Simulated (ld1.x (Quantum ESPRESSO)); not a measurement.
## Which change was made? (Mn, PAW)

ld1.x (Quantum ESPRESSO) 7.5 input, shortened:

```
&input
   title='Mn', zed=25., rel=1, dft='PBESOL', iswitch=3,
   config='[Ar] 3d5 4s2 4p0'
 /
 &inputp
   pseudotype=3, lpaw=.true., tm=.true., lloc=-2, rcloc=1.65,
   nlcc=.true., new_core_ps=.true., rcore=0.95,
   which_augfun='BESSEL', rmatch_augfun=1.10
 /
6
4S  1  0   2.00   0.00  2.65  3.10  0.0
4S  1  0   0.00   2.45  2.65  3.10  0.0
4P  2  1   0.00   0.00  2.70  3.40  0.0
4P  2  1   0.00   2.35  2.70  3.40  0.0
3D  3  2   5.00   0.00  1.25  1.35  0.0
3D  3  2   0.00   0.10  1.25  1.35  0.0
 &test
   configts(1)='3d5 4s2 4p0'
 /
```

Cutoffs, loose and tight: the cutoffs (Ry, on a coarse ladder) from which the occupation-weighted sum of valence levels, in a spherical-Bessel basis at the reference potential, stays within 10 and 1 mRy of its value at 400 Ry. They do not see the model core or the augmentation charge, which bear on the density cutoff. Test errors are all-electron minus pseudo excitation energies from the reference, over the configurations 3d5 4s1 4p0; 3d5 4s0 4p0; 3d4 4s0 4p0; 3d6 4s0 4p0; 3d5 4s0 4p1; 3d5 4s0 4p2; 3d3 4s0 4p0; variants that change the core or the reference have their own tests.

The base gives: outcome: generated; cutoff, loose: 55 Ry; cutoff, tight: 90 Ry; bound ghosts: none; largest test error (meV): -2017.

(1) After one change the result is: outcome: generated; cutoff, loose: 90 Ry; cutoff, tight: 140 Ry; bound ghosts: none; largest test error (meV): -1931. Which change was it?
A. all radii but the core radius scaled by about 1.29 (s 3.98, p 4.38, d 1.74 bohr, rcut 3.40/3.48/1.60); local potential all-electron potential smoothed inside 2.12 bohr (lloc = -2); augmentation BESSEL, radius 1.42 bohr
B. all radii but the core radius scaled by about 0.92 (s 2.86, p 3.14, d 1.24 bohr, rcut 2.46/2.50/1.16); local potential all-electron potential smoothed inside 1.52 bohr (lloc = -2); augmentation BESSEL, radius 1.02 bohr
C. all radii but the core radius scaled by about 1.14 (s 3.54, p 3.88, d 1.54 bohr, rcut 3.02/3.08/1.42); local potential all-electron potential smoothed inside 1.88 bohr (lloc = -2); augmentation BESSEL, radius 1.26 bohr
D. all radii but the core radius scaled by about 0.82 (s 2.54, p 2.80, d 1.10 bohr, rcut 2.18/2.22/1.02); local potential all-electron potential smoothed inside 1.36 bohr (lloc = -2); augmentation BESSEL, radius 0.90 bohr

Answers

(1) D. The others give: all radii but the core radius scaled by about 1.29 (s 3.98, p 4.38, d 1.74 bohr, rcut 3.40/3.48/1.60); local potential all-electron potential smoothed inside 2.12 bohr (lloc = -2); augmentation BESSEL, radius 1.42 bohr → outcome: generated; cutoff, loose: 35 Ry; cutoff, tight: 55 Ry; bound ghosts: none; largest test error (meV): -2109 | all radii but the core radius scaled by about 1.14 (s 3.54, p 3.88, d 1.54 bohr, rcut 3.02/3.08/1.42); local potential all-electron potential smoothed inside 1.88 bohr (lloc = -2); augmentation BESSEL, radius 1.26 bohr → outcome: generated; cutoff, loose: 45 Ry; cutoff, tight: 70 Ry; bound ghosts: none; largest test error (meV): -2072 | all radii but the core radius scaled by about 0.92 (s 2.86, p 3.14, d 1.24 bohr, rcut 2.46/2.50/1.16); local potential all-electron potential smoothed inside 1.52 bohr (lloc = -2); augmentation BESSEL, radius 1.02 bohr → outcome: generated; cutoff, loose: 70 Ry; cutoff, tight: 120 Ry; bound ghosts: none; largest test error (meV): -1979.
